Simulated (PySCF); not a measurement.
## How methods differ on the ionisation energy of In³²⁺

In³²⁺ [Ne] 3s2 3p5 [3p1/2^2 3p3/2^3, M_J = 3/2] → In³³⁺ [Ne] 3s2 3p4 [3p1/2^2 3p3/2^2, M_J = 2], as a difference of total energies. Calculation: PySCF 2.14, in an uncontracted even-tempered set (19 s from 5.5 bohr⁻², ratio 2.4; 14 p from 7.2 bohr⁻², ratio 2.4; 5 d from 29 bohr⁻², ratio 2.6; 4 f from 44 bohr⁻², ratio 2.6); the two-component X2C-1e Hamiltonian. Correlated levels: 1s2 frozen; the 56 highest virtual spinors dropped. "Screened" scales the spin-orbit matrix elements by Boettger's factors to mimic the two-electron term; Breit and QED terms are absent.

```csv
method,ionisation energy (eV)
GHF (spin-free),2048.5
GMP2 (spin-free),2049.5
GHF (screened spin-orbit),2034.9
GMP2 (screened spin-orbit),2035.9
```

Breit and QED terms and the two-electron picture change are absent.

The spin-free rows relax to the high-spin LS determinant and lack the spin-orbit shift.

The labels give the starting determinants; with spin-orbit coupling the two ends relaxed to ⟨J²⟩ = 3.75, ⟨L²⟩ = 2.01, ⟨S²⟩ = 0.76 and ⟨J²⟩ = 6.00, ⟨L²⟩ = 3.04, ⟨S²⟩ = 1.49.

For comparison: 2028.5 ± 2.1 eV (semi-empirical (NIST evaluation); NIST Atomic Spectra Database, ionization energies).
